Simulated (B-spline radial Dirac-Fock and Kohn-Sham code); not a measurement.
What relativity does to the binding energies of Gd

System: atomic gadolinium, configuration [Xe] 4f7 5d1 6s2.

Both columns are ΔSCF binding energies of the configuration average from a radial B-spline solver: non-relativistic Hartree-Fock with a point nucleus, and Dirac-Fock with a finite nucleus and the Coulomb interaction alone, averaged over the two j levels with weights 2j+1.

| shell | Hartree-Fock (eV) | Dirac-Fock (eV) | shift (eV) | shift (%) |
| --- | --- | --- | --- | --- |
| 1s | 47475.9 | 50463.8 | +2987.93 | +6.29 |
| 2s | 7649.1 | 8417.9 | +768.79 | +10.05 |
| 2p | 7258.6 | 7502.9 | +244.30 | +3.37 |
| 3s | 1722.3 | 1902.7 | +180.40 | +10.47 |
| 3p | 1548.0 | 1611.3 | +63.40 | +4.10 |
| 3d | 1226.3 | 1211.9 | -14.41 | -1.17 |
| 4s | 359.5 | 401.3 | +41.87 | +11.65 |
| 4p | 289.6 | 302.7 | +13.16 | +4.55 |
| 4d | 164.4 | 160.3 | -4.06 | -2.47 |
| 4f | 17.93 | 12.64 | -5.29 | -29.52 |
| 5s | 52.55 | 58.47 | +5.91 | +11.25 |
| 5p | 31.08 | 31.86 | +0.77 | +2.49 |
| 5d | 6.23 | 5.20 | -1.03 | -16.57 |
| 6s | 4.84 | 5.20 | +0.37 | +7.61 |

Relativity binds 1s, 2s, 2p, 3s, 3p, 4s, 4p, 5s, 5p, 6s more strongly, among those listed most of all 4s in relative terms, and 3d, 4d, 4f, 5d more weakly, because the contracted s and p shells screen the nucleus better.

Values without a named source are computed, but for edge energies of neutral atoms, which are taken from tables.
